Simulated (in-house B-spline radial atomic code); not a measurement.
Computed with a B-spline radial atomic code. Model: two electrons, singlet ground state, non-relativistic, full CI in B-splines with partial waves to l = 8 (at full coupling up to 3e-4 hartree above the limit, correlation up to 0.6 % small), density held at that of full coupling by Lieb maximisation.

Along the adiabatic connection the electron repulsion is scaled by a coupling λ while a local potential keeps the density fixed. At λ = 0 the system is the Kohn-Sham one and W equals the exchange energy; the exchange-correlation energy is the area under W between 0 and 1. The kinetic energy rises with λ as the electrons avoid each other, with dT/dλ = −λ dW/dλ.

Command:
```bash
python run_ac.py task.json out
```
Settings (lengths in bohr, energies in hartree):
```
potential              yukawa
strength               5.68
lmax                   8
second                 1.39
```

Time taken, with all properties: 18 s on 1 thread of Intel(R) Xeon(R) Processor @ 2.30GHz, with other jobs on the host.

**W = mean repulsion less Hartree energy, and W of three functionals.**

Given: confinement screened point charge; nuclear charge 5.68; screening of the nucleus 1.39 1/bohr; external potential -Z exp(-k r)/r.

Computed: PBE exchange minus exact 47.591 millihartree; SCAN exchange minus exact -9.4111 millihartree.

```csv
coupling,W xc (hartree),W xc minus exchange (millihartree),kinetic minus Kohn-Sham (millihartree),LDA (PW92) W minus its exchange (millihartree),PBE W minus its exchange (millihartree),SCAN W minus its exchange (millihartree)
0,-3.1538,0,0,0,0,0
0.02,-3.1557,-1.893,0,-14.59,-1.82,-1.84
0.05,-3.1585,-4.722,0.1,-30.9,-4.57,-4.57
0.12,-3.1651,-11.275,0.7,-61.64,-11.02,-10.83
0.25,-3.1771,-23.27,2.9,-107.28,-23.06,-22.17
0.4,-3.1906,-36.836,7.3,-150.8,-36.91,-34.85
0.6,-3.2083,-54.48,16.1,-200.22,-55.15,-51.2
0.8,-3.2254,-71.636,28.1,-243.26,-73.06,-66.97
1,?,?,?,?,?,?
1.4,-3.2742,-120.36,81.5,-349.31,-124.48,-111.34
2,-3.3191,-165.33,157.8,-434.22,-172.33,-151.95
3,-3.3868,-233.01,326.3,-548.37,-244.71,-212.87
4.5,-3.4741,-320.3,651.7,-681.11,-338.65,-291.69
7,?,?,?,?,?,?
10,-3.697,-543.15,2211.3,-986.96,-584.36,-498.69
```

(1) What belongs in the row 1?

(2) What belongs in the row 7?

(3) What is the LDA exchange minus exact?

**Energy parts, natural occupations and partial-wave weights.**

Computed: exchange energy -3.1538 hartree; correlation energy -0.045201 hartree; kinetic part of the DFT correlation energy 0.043121 hartree; initial slope twice GL2 -0.0948 hartree; kinetic part over minus potential part 0.48822; Hartree energy 6.3076 hartree; Kohn-Sham kinetic 26.437 hartree.

```
natural  occupation of the shell (electrons)
      s                                1.998
      p                             0.001021
      s                           0.00081407
      d                            5.456e-05
      p                                    ?
      s                           1.9278e-05
```

(4) What belongs in the row p?

```json
{"wave": "s", "weight": "0.99943"}
{"wave": "p", "weight": "?"}
{"wave": "d", "weight": "3.0872e-05"}
{"wave": "f", "weight": "4.5585e-06"}
{"wave": "g", "weight": "1.0829e-06"}
```

(5) What belongs in the row p?

(6) What is the Lieb Oxford ratio E_xc over LDA exchange?

(7) What is the total energy?

Results:

(1) W xc (hartree): -3.2421; W xc minus exchange (millihartree): -88.322; kinetic minus Kohn-Sham (millihartree): 43.1; LDA (PW92) W minus its exchange (millihartree): -281.8; PBE W minus its exchange (millihartree): -90.59; SCAN W minus its exchange (millihartree): -82.23.

(2) W xc (hartree): -3.5907; W xc minus exchange (millihartree): -436.88; kinetic minus Kohn-Sham (millihartree): 1315.6; LDA (PW92) W minus its exchange (millihartree): -844.48; PBE W minus its exchange (millihartree): -465.69; SCAN W minus its exchange (millihartree): -398.57.

(3) 440.44 millihartree.

(4) occupation of the shell (electrons): 4.1376e-05.

(5) weight: 0.00053341.

(6) 1.179.

(7) -15.7754 hartree.

Half-way to full coupling W has made 52 % of its drop, against 50 % for a straight line, and second-order (GL2) theory, half the initial slope, overshoots the correlation energy by about 5 %: correlation is weak here. Over couplings 0 to 1 the errors in E_xc come to about +319 millihartree for LDA, +47 millihartree for PBE, -6.7 millihartree for SCAN, so SCAN is nearest. In LDA and PBE and SCAN the errors of exchange and correlation have opposite signs, so the sum is smaller than the larger of the two.
